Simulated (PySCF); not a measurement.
Nb(F)5 anion (F5Nb), SMILES [F][Nb]([F])([F])([F])[F] (connectivity only; charge and spin as stated), charge -1, multiplicity 2.

Geometry optimised at PBE0-D3(BJ)/def2-SVPD. The spin state was assumed, not searched. The isomer is the one that the SMILES or the coordinates give; other isomers of the formula were not compared. The def2 effective core potentials stand for the cores of Nb; spin–orbit coupling is left out.

Method: PySCF with PBE/def2-SVPD.

Isolated molecule, no solvent. A positive occupied level means that this level leaves the electron formally unbound; only the finite basis holds it.

```json
{
 "total_energy": "-555.79022 hartree",
 "point_group": "C2v",
 "α spin, highest occupied and lowest empty level": "1.67 and 2.07 eV",
 "β spin, highest occupied and lowest empty level": "-3.65 and 2.47 eV",
 "dipole_moment_about_the_centre_of_nuclear_charge": "0.64 D",
 "mean_static_polarisability": "51.8 bohr³ (7.67 Å³)",
 "polarisability_principal_values": "49.0, 49.8, 56.6 bohr³",
 "⟨S²⟩": "0.752 (pure state 0.75)"
}
```
